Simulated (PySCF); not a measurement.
C2H5N, SMILES N(C)=C.

Geometry optimised at PBE0-D3(BJ)/def2-TZVP.

These are PySCF with TDA-PBE/def2-SVPD values and carry that method's errors.

Vertical excitations. Isolated molecule, no solvent. State labels are in the subgroup Cs.

| state | symmetry | energy (eV) | λ (nm) | f | main pairs |
|---|---|---|---|---|---|
| S1 | A" | 4.83 | 256 | 0.002 | HOMO→LUMO 99 % |
| S2 | A' | 6.29 | 197 | 0.035 | HOMO→LUMO+1 98 % |
| S3 | A' | 6.93 | 179 | 0.005 | HOMO→LUMO+2 98 % |
| S4 | A" | 7.83 | 158 | 0.001 | HOMO−2→LUMO 95 % |
| S5 | A' | 7.84 | 158 | 0.159 | HOMO−1→LUMO 53 %, HOMO→LUMO+3 29 %, HOMO−3→LUMO 8 % |
| S6 | A" | 7.90 | 157 | 0.000 | HOMO−1→LUMO+1 96 % |
| S7 | A' | 8.03 | 154 | 0.208 | HOMO→LUMO+3 59 %, HOMO→LUMO+4 23 %, HOMO−1→LUMO 10 % |
| S8 | A' | 8.36 | 148 | 0.141 | HOMO→LUMO+4 71 % |
| S9 | A" | 8.50 | 146 | 0.001 | HOMO→LUMO+5 99 % |
| S10 | A" | 8.65 | 143 | 0.034 | HOMO−1→LUMO+2 99 % |
| T1 | A" | 3.94 | 315 | 0 | HOMO→LUMO 100 % |
| T2 | A' | 5.01 | 247 | 0 | HOMO−1→LUMO 98 % |
| T3 | A' | 6.05 | 205 | 0 | HOMO→LUMO+1 99 % |
| T4 | A' | 6.81 | 182 | 0 | HOMO→LUMO+2 99 % |
Triplets are in the Tamm–Dancoff approximation.
